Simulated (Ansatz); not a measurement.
Ansatz (a program for electronic structure) input (B3LYP-D3(BJ)/def2-TZVP):

Ansatz 0.2 input:
```yaml
crystal:
  periodic: [false, false, false]
  atoms:
    - {symbol: Sc, position_ang: [0.00000000, 0.00000000, -0.00000000]}
    - {symbol: F, position_ang: [-1.68376152, -1.02125008, 0.09544745]}
    - {symbol: F, position_ang: [0.00850404, 1.81774207, -0.76345022]}
    - {symbol: F, position_ang: [1.67525747, -0.79649199, 0.66800276]}
basis:
  gaussian:
    orbitals: def2-TZVP
hamiltonian:
  xc: b3lyp
  dispersion: d3bj
magnetization: {spin_polarized: true, initial_magnetization: 2}
phonons: {temperatures: {t_min: 298.15, t_max: 298.15, t_step: 100}}
```

Output:

```
Functional definition: B3LYP
integrals: 0.06 GiB planned
1021 factors; their error is unknown
mean field: 0.67 GiB planned
mean field evaluation 1: about -28852.7816 eV, gradient 3.1e1 eV
mean field evaluation 2: about -28847.2560 eV, gradient 5.5e1 eV
mean field evaluation 4: about -28855.0007 eV, gradient 1.2e1 eV
mean field evaluation 8: about -28855.6714 eV, gradient 1.0e-1 eV
mean field evaluation 16: about -28855.6715 eV, gradient 7.5e-4 eV
mean field evaluation 32: about -28855.6575 eV, gradient 1.5e0 eV
mean field -28855.67146067 eV, -1060.4263671031 hartree, gradient 6.2e-6 eV, S^2 2.010726; 3 other end points of the search recorded, 0 dependent functions left out
the calculation of the forces begins
reference -28855.67173388 eV, -1060.4263771434 hartree; 25, 23 occupied and 113, 115 virtual orbitals, 1021 factors
these checks for a lower state are left out or cut short: stability, starts, cluster_reference, orbital_swaps, neighbouring_geometries, increment
integrals: 0.06 GiB planned
1021 factors; their error is unknown
mean field: 0.67 GiB planned
mean field -28855.67144857 eV, -1060.4263666585 hartree, gradient 1.9e-6 eV, S^2 2.010725; 0 other end points of the search recorded, 0 dependent functions left out
the calculation of the forces begins
reference -28855.67172178 eV, -1060.4263766987 hartree; 25, 23 occupied and 113, 115 virtual orbitals, 1021 factors
these checks for a lower state are left out or cut short: stability, starts, cluster_reference, orbital_swaps, neighbouring_geometries, increment
integrals: 0.06 GiB planned
1021 factors; their error is unknown
mean field: 0.67 GiB planned
mean field -28855.67144861 eV, -1060.4263666598 hartree, gradient 2.3e-6 eV, S^2 2.010725; 0 other end points of the search recorded, 0 dependent functions left out
the calculation of the forces begins
reference -28855.67172182 eV, -1060.4263767001 hartree; 25, 23 occupied and 113, 115 virtual orbitals, 1021 factors
these checks for a lower state are left out or cut short: stability, starts, cluster_reference, orbital_swaps, neighbouring_geometries, increment
integrals: 0.06 GiB planned
1021 factors; their error is unknown
mean field: 0.67 GiB planned
mean field -28855.67144190 eV, -1060.4263664132 hartree, gradient 2.1e-6 eV, S^2 2.010723; 0 other end points of the search recorded, 0 dependent functions left out
the calculation of the forces begins
reference -28855.67171509 eV, -1060.4263764527 hartree; 25, 23 occupied and 113, 115 virtual orbitals, 1021 factors
these checks for a lower state are left out or cut short: stability, starts, cluster_reference, orbital_swaps, neighbouring_geometries, increment
integrals: 0.06 GiB planned
1021 factors; their error is unknown
mean field: 0.66 GiB planned
mean field evaluation 64: about -28855.6714 eV, gradient 4.1e-2 eV
mean field -28855.67146328 eV, -1060.4263671991 hartree, gradient 1.5e-6 eV, S^2 2.010729; 0 other end points of the search recorded, 0 dependent functions left out
the calculation of the forces begins
reference -28855.67173651 eV, -1060.4263772401 hartree; 25, 23 occupied and 113, 115 virtual orbitals, 1021 factors
these checks for a lower state are left out or cut short: stability, starts, cluster_reference, orbital_swaps, neighbouring_geometries, increment
integrals: 0.06 GiB planned
1021 factors; their error is unknown
mean field: 0.67 GiB planned
mean field -28855.67145547 eV, -1060.4263669118 hartree, gradient 1.6e-6 eV, S^2 2.010731; 0 other end points of the search recorded, 0 dependent functions left out
the calculation of the forces begins
reference -28855.67172871 eV, -1060.4263769532 hartree; 25, 23 occupied and 113, 115 virtual orbitals, 1021 factors
these checks for a lower state are left out or cut short: stability, starts, cluster_reference, orbital_swaps, neighbouring_geometries, increment
integrals: 0.06 GiB planned
1021 factors; their error is unknown
mean field: 0.67 GiB planned
mean field -28855.67141821 eV, -1060.4263655426 hartree, gradient 1.8e-6 eV, S^2 2.010720; 0 other end points of the search recorded, 0 dependent functions left out
the calculation of the forces begins
reference -28855.67169138 eV, -1060.4263755816 hartree; 25, 23 occupied and 113, 115 virtual orbitals, 1021 factors
these checks for a lower state are left out or cut short: stability, starts, cluster_reference, orbital_swaps, neighbouring_geometries, increment
integrals: 0.06 GiB planned
1021 factors; their error is unknown
mean field: 0.67 GiB planned
mean field -28855.67146053 eV, -1060.4263670979 hartree, gradient 1.9e-6 eV, S^2 2.010726; 0 other end points of the search recorded, 0 dependent functions left out
the calculation of the forces begins
reference -28855.67173374 eV, -1060.4263771382 hartree; 25, 23 occupied and 113, 115 virtual orbitals, 1021 factors
these checks for a lower state are left out or cut short: stability, starts, cluster_reference, orbital_swaps, neighbouring_geometries, increment
integrals: 0.06 GiB planned
1021 factors; their error is unknown
mean field: 0.67 GiB planned
mean field -28855.67146040 eV, -1060.4263670932 hartree, gradient 1.6e-6 eV, S^2 2.010726; 0 other end points of the search recorded, 0 dependent functions left out
the calculation of the forces begins
reference -28855.67173361 eV, -1060.4263771334 hartree; 25, 23 occupied and 113, 115 virtual orbitals, 1021 factors
Total energy: -28855.74723284 eV, -1060.4291516789 hartree
Atom 0 at     0.000000     0.000000     0.000000 Å, force    -0.000011    -0.000007     0.000001 eV/Å
Atom 1 at    -1.683762    -1.021250     0.095447 Å, force    -0.000295    -0.000179     0.000017 eV/Å
Atom 2 at     0.008504     1.817742    -0.763450 Å, force     0.000005     0.000325    -0.000136 eV/Å
Atom 3 at     1.675257    -0.796492     0.668003 Å, force     0.000301    -0.000140     0.000119 eV/Å
Dipole moment:    -0.000001    -0.000001     0.000000 e Å
Vibrations: 40.14 40.15 80.19 306.33 306.35 453.99 cm⁻¹, zero-point energy 0.076073 eV
```

The spin state was set by rule; other spins were not relaxed.
